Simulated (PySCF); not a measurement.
Cl4MoO, charge +1, doublet, at a GFN2-xTB geometry (such geometries of metal compounds can be far from the true shape) (the multiplicity is a formal guess) (core potentials on Mo). Base run: PySCF with R2SCAN/def2-SVP.

PySCF was given this input:
```python
from pyscf import gto, scf, dft

mol = gto.Mole()
mol.atom = '''
    Mo    0.31530707   -0.14187156    0.28984759
    O     1.50051454   -0.19379654    1.40725406
    Cl   -1.50427441    0.76554820   -1.37767058
    Cl    0.12238282    2.12483268    0.23884448
    Cl    1.15772406   -1.15019363   -1.39902372
    Cl   -1.26095090   -1.29848268    1.15951857
'''
mol.basis = 'def2-svp'
mol.ecp = {'Mo': 'def2-svp'}
mol.charge = 1
mol.spin = 1
mol.verbose = 4
mol.build()

mf = dft.UKS(mol)
mf.xc = 'r2scan'
mf.kernel()
```

Each row names what was changed in the base input (with any setting that the change needs).

```
change                                           ΔE vs base (mEh)  fitting functions        outcome
-----------------------------------------------  ----------------  -----------------  -------------
base                                                        0.000                  -      converged
auxbasis = cc-pvtz-jkfit                                        -                  -  input refused
auxbasis = even-tempered beta=1.6                          -0.008               1455      converged
auxbasis = even-tempered beta=3.0                         -45.177                669      converged
auxbasis = def2-svp-ri                                          -                  -  input refused
auxbasis = autoaux                                         -0.050                958      converged
auxbasis = default (with mf = mf.density_fit())            -0.308                342      converged
auxbasis = even-tempered beta=2.0                          -0.824                991      converged
auxbasis = def2-tzvp-ri                                         -                  -  input refused
auxbasis = cc-pvtz-ri                                           -                  -  input refused
```

A fitting set is made for a task (jfit for Coulomb, jkfit for Coulomb and exchange, ri for correlation) and for a family of orbital bases.

Open shells are given as the SCF converged; they aren't shown to be the lowest states, and a large step between rows can be another state.

- auxbasis = cc-pvtz-jkfit: ended with `pyscf.lib.exceptions.BasisNotFoundError: Basis set not found for Mo in cc-pvtz-jkfit`
- auxbasis = def2-svp-ri: ended with `pyscf.lib.exceptions.BasisNotFoundError: Basis set not found for Mo in def2-svp-ri`
- auxbasis = def2-tzvp-ri: ended with `pyscf.lib.exceptions.BasisNotFoundError: Basis set not found for Mo in def2-tzvp-ri`
